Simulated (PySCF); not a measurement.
Si(I)2(OH)2 (H₂I₂O₂Si), SMILES [Si](I)(O)(I)O. Atoms are numbered in the order given.

```xyz
7

O     -0.0845    -1.3764    -1.8111
Si     0.0000     0.0000    -0.9125
O      0.0845     1.3764    -1.8111
I     -2.0225    -0.0027     0.4361
I      2.0225     0.0027     0.4361
H      0.7330    -1.6592    -2.2368
H     -0.7330     1.6592    -2.2368
```
Charge 0, spin multiplicity 1.

Coordinates come from a PBE0-D3(BJ)/def2-SVP optimisation. The def2 effective core potentials stand for the cores of I; spin–orbit coupling is left out. The values are those of a single conformer.

All values below come from PBE0-D3(BJ)/def2-SVP (PySCF).

Frequencies are harmonic and unscaled.

```csv
mode,ν (cm⁻¹),IR (km/mol),moving atoms (share of kinetic energy)
1,78,4.3,"I 75 %, O 13 %"
2,134,50.6,"O 48 %, H 43 %, I 8 %"
3,175,44.3,"H 84 %, O 10 %"
4,207,5.6,"O 60 %, Si 33 %"
5,213,14.8,"O 45 %, H 35 %, I 19 %"
6,227,43.4,"O 60 %, I 20 %, H 20 %"
7,246,42.7,"O 44 %, H 27 %, I 19 %, Si 10 %"
8,384,104.2,"O 49 %, Si 41 %"
9,441,214.5,"Si 81 %, H 10 %"
10,775,206.8,"H 65 %, O 33 %"
11,823,399.2,"H 72 %, O 19 %, Si 9 %"
12,878,66.9,"O 45 %, Si 29 %, H 26 %"
13,981,91.2,"Si 45 %, O 45 %, H 10 %"
14,3899,162.3,H 94 %
15,3902,106.7,H 94 %
```
